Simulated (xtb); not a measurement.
AlF2, doublet, from a rough starting geometry (GFN-xTB shapes and energies of metal compounds can be far from the true ones); GFN2-xTB (xtb).

The xtb input:
```
$ xtb mol.xyz --gfn 2 --uhf 1 --opt vtight --json

# file mol.xyz
3

Al     0.01186843     0.53351272     0.00809992
F      1.44683938    -0.23222657     0.00386055
F     -1.39230392    -0.26756074     0.00357515
```

The log (banner, timings and long lists left out):

```
   ID    Z sym.   atoms
    1   13 Al     1
    2    9 F      2, 3

           -------------------------------------------------
          |                Calculation Setup                |
           -------------------------------------------------

           -------------------------------------------------
          |                 G F N 2 - x T B                 |
           -------------------------------------------------

          ...................................................
          :                      SETUP                      :
          :.................................................:
          :  # basis functions                  18          :
          :  # atomic orbitals                  17          :
          :  # shells                            7          :
          :  # electrons                        17          :
          :  max. iterations                   250          :
          :  Hamiltonian                  GFN2-xTB          :
          :  restarted?                      false          :
          :  GBSA solvation                  false          :
          :  PC potential                    false          :
          :  electronic temp.          300.0000000     K    :
          :  accuracy                    1.0000000          :
          :  -> integral cutoff          0.2500000E+02      :
          :  -> integral neglect         0.1000000E-07      :
          :  -> SCF convergence          0.1000000E-05 Eh   :
          :  -> wf. convergence          0.1000000E-03 e    :
          :  Broyden damping             0.4000000          :
          :  net charge                          0          :
          :  unpaired electrons                  1          :
          ...................................................

 iter      E             dE          RMSdq      gap      omega  full diag
   1    -10.6726978 -0.106727E+02  0.187E+01    2.78       0.0  T
   2    -10.6789720 -0.627422E-02  0.104E+01    3.45       1.0  T
   3    -10.6809970 -0.202506E-02  0.154E+00    4.51       1.0  T
   4    -10.6820976 -0.110058E-02  0.842E-01    4.45       1.0  T
   5    -10.6822599 -0.162250E-03  0.503E-01    4.22       1.0  T
   6    -10.6823975 -0.137641E-03  0.110E-01    4.28       1.0  T
   7    -10.6824023 -0.481882E-05  0.671E-02    4.28       1.0  T
   8    -10.6824037 -0.134416E-05  0.118E-02    4.29       4.9  T
   9    -10.6824036  0.297394E-07  0.126E-02    4.29       4.6  T
  10    -10.6824037 -0.405252E-07  0.240E-03    4.29      24.0  T
  11    -10.6824037 -0.160205E-08  0.719E-04    4.29      80.3  T
  12    -10.6824037 -0.241549E-10  0.306E-05    4.29    1888.7  T

   *** convergence criteria satisfied after 12 iterations ***

         :::::::::::::::::::::::::::::::::::::::::::::::::::::
         ::                     SUMMARY                     ::
         :::::::::::::::::::::::::::::::::::::::::::::::::::::
         :: total energy             -10.649333732652 Eh    ::
         :: gradient norm              0.031546331622 Eh/a0 ::
         :: HOMO-LUMO gap              4.287806790607 eV    ::
         ::.................................................::
         :: SCC energy               -10.682403682761 Eh    ::
         :: -> isotropic ES            0.043551139973 Eh    ::
         :: -> anisotropic ES          0.002076323392 Eh    ::
         :: -> anisotropic XC         -0.001331380383 Eh    ::
         :: -> dispersion             -0.000796062235 Eh    ::
         :: repulsion energy           0.033069950109 Eh    ::
         :: add. restraining           0.000000000000 Eh    ::
         :: total charge               0.000000000000 e     ::
         :::::::::::::::::::::::::::::::::::::::::::::::::::::

      -----------------------------------------------------------
     |                   =====================                   |
     |                        A N C O P T                        |
[...]
 * total energy  :   -10.6493337 Eh     change       -0.1067590E-11 Eh
 * total energy  :   -10.6502977 Eh     change       -0.9640116E-03 Eh
 * total energy  :   -10.6511685 Eh     change       -0.8707878E-03 Eh
 * total energy  :   -10.6512824 Eh     change       -0.1139013E-03 Eh
 * total energy  :   -10.6514623 Eh     change       -0.1798196E-03 Eh
 * total energy  :   -10.6516118 Eh     change       -0.1495589E-03 Eh
 * total energy  :   -10.6517273 Eh     change       -0.1155178E-03 Eh
 * total energy  :   -10.6517468 Eh     change       -0.1950378E-04 Eh
 * total energy  :   -10.6517473 Eh     change       -0.4487529E-06 Eh
 * total energy  :   -10.6517473 Eh     change       -0.5466977E-07 Eh
   *** GEOMETRY OPTIMIZATION CONVERGED AFTER 10 ITERATIONS ***
         :: total energy             -10.651747336847 Eh    ::
[...]
         :: -> anisotropic XC         -0.002532438372 Eh    ::
         :: -> dispersion             -0.000783741839 Eh    ::
         :: repulsion energy           0.023606654863 Eh    ::
         :: add. restraining           0.000000000000 Eh    ::
         :: total charge              -0.000000000000 e     ::
         :::::::::::::::::::::::::::::::::::::::::::::::::::::

           -------------------------------------------------
          |                Property Printout                |
           -------------------------------------------------

    * Orbital Energies and Occupations

         #    Occupation            Energy/Eh            Energy/eV
      -------------------------------------------------------------
         1        2.0000           -0.8236557             -22.4128
         2        2.0000           -0.8082020             -21.9923
         3        2.0000           -0.5404179             -14.7055
         4        2.0000           -0.5247849             -14.2801
         5        2.0000           -0.5221761             -14.2091
         6        2.0000           -0.5204617             -14.1625
         7        2.0000           -0.5170976             -14.0709
         8        2.0000           -0.5140217             -13.9872
         9        1.0000           -0.3648110              -9.9270 (HOMO)
        10                         -0.2119687              -5.7680 (LUMO)
        11                         -0.1903518              -5.1797
        12                         -0.1312614              -3.5718
        13                         -0.1130108              -3.0752
        14                         -0.1072355              -2.9180
        15                         -0.0367257              -0.9994
        16                          0.7056654              19.2021
        17                          0.7600889              20.6831
      -------------------------------------------------------------
                  HL-Gap            0.1528423 Eh            4.1591 eV
             Fermi-level           -0.3639031 Eh           -9.9023 eV

     #   Z          covCN         q      C6AA      α(0)
     1  13 Al       1.344     0.508   238.557    38.975
     2   9 F        0.672    -0.254    11.827     4.060
     3   9 F        0.672    -0.254    11.828     4.060

 Mol. C6AA /au·bohr⁶  :        451.581668
 Mol. C8AA /au·bohr⁸  :      30383.924968
 Mol. α(0) /au        :         47.094256

Wiberg/Mayer (AO) data.
largest (>0.10) Wiberg bond orders for each atom

 ---------------------------------------------------------------------------
     #   Z sym  total        # sym  WBO       # sym  WBO       # sym  WBO
 ---------------------------------------------------------------------------
     1  13 Al   2.560 --     2 F    1.280     3 F    1.280
     2   9 F    1.311 --     1 Al   1.280
     3   9 F    1.311 --     1 Al   1.280
 ---------------------------------------------------------------------------

Topologies differ in total number of bonds
Writing topology from bond orders to xtbtopo.mol

molecular dipole:
                 x           y           z       tot (Debye)
 q only:       -0.007       0.577       0.003
   full:       -0.008       0.614       0.003       1.562
molecular quadrupole (traceless):
                xx          xy          yy          xz          yz          zz
 q only:       -4.490      -0.053       2.427      -0.001       0.010       2.063
  q+dip:       -4.584      -0.053       2.518      -0.001       0.011       2.066
   full:       -7.358      -0.100       3.405      -0.001       0.006       3.952

optimized geometry written to: xtbopt.xyz

           -------------------------------------------------
          | TOTAL ENERGY              -10.651747336847 Eh   |
          | GRADIENT NORM               0.000030769451 Eh/α |
          | HOMO-LUMO GAP               4.159051103194 eV   |
           -------------------------------------------------

normal termination of xtb
```
